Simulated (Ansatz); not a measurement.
System: C3H9OSi (charge 0, doublet). It need not be the lowest isomer of its formula. 
Geometry from a B3LYP-D3(BJ)/def2-TZVP (Ansatz, a first-principles code) optimisation:
SMILES: O[Si]([CH2])(C)C
```xyz
14

Si     0.0291    -0.0040     0.0267
C      1.8502     0.2285    -0.1968
C     -0.5646    -1.3108    -1.1754
C     -0.9019     1.5967    -0.2134
O     -0.2990    -0.4393     1.5990
H      2.4049    -0.1670    -1.0416
H      2.4555     0.8011     0.4995
H     -0.3731    -1.0059    -2.2075
H     -1.6385    -1.4778    -1.0682
H     -0.0585    -2.2654    -1.0136
H     -1.9671     1.4488    -0.0205
H     -0.7888     1.9698    -1.2332
H     -0.5383     2.3648     0.4715
H      0.1866    -1.1838     1.9620
```
Charge 0, spin multiplicity 2.

Total electronic energies in hartree. Correlated levels leave the core frozen unless marked. UHF or UKS for open shells. No spin-orbit coupling. No relativistic terms. CBS(X,Y): correlation extrapolated as X^-3; Hartree-Fock from the larger set. The bracket is a focal-point correction in the basis named.

```tsv
level	program	energy (Eh)
HF/6-31G*	Ansatz	-482.65145
HF/cc-pwCVTZ	Ansatz	-482.77685
PBE/def2-TZVPD	Ansatz	-484.15519
PBE-D4/def2-TZVPD	Ansatz + dftd4	-484.16578
BLYP-D4/def2-TZVPD	Ansatz + dftd4	-484.49336
r2SCAN-D3(BJ)/def2-TZVPD	Ansatz + dftd3	-484.43285
PBE0/STO-3G	Ansatz	-478.28521
PBE0/def2-SVP	Ansatz	-483.87693
PBE0-D4/def2-TZVP	Ansatz + dftd4	-484.21843
HSE06/def2-TZVPD	Ansatz	-484.19343
LC-wPBE/def2-TZVPD	Ansatz	-484.36059
B2PLYP-D4/def2-TZVPD	Ansatz + dftd4	-484.27929
RPA@PBE/cc-pV(T+d)Z	Ansatz	-484.18157
MP2/STO-3G	Ansatz	-477.12353
MP2/cc-pV(T+d)Z	Ansatz	-483.63921
MP2/cc-pVTZ	Ansatz	-483.63361
MP2/CBS(cc-pV(T+d)Z,cc-pV(Q+d)Z)	Ansatz	-483.7619
RI-MP2/CBS(cc-pV(T+d)Z,cc-pV(Q+d)Z)	Ansatz	-483.7616
CCSD/cc-pV(T+d)Z	Ansatz	-483.69309
CCSD(T)/STO-3G	Ansatz	-477.19523
CCSD(T)/cc-pV(Q+d)Z	Ansatz	-483.79956
RI-MP2/CBS(cc-pV(T+d)Z,cc-pV(Q+d)Z)+[CCSD(T)-MP2]/cc-pV(Q+d)Z	Ansatz	-483.8435
CCSD(T)/CBS(cc-pV(T+d)Z,cc-pV(Q+d)Z)	Ansatz	-483.8397
```

Totals of different functionals don't rank their quality; only differences between species are comparable.
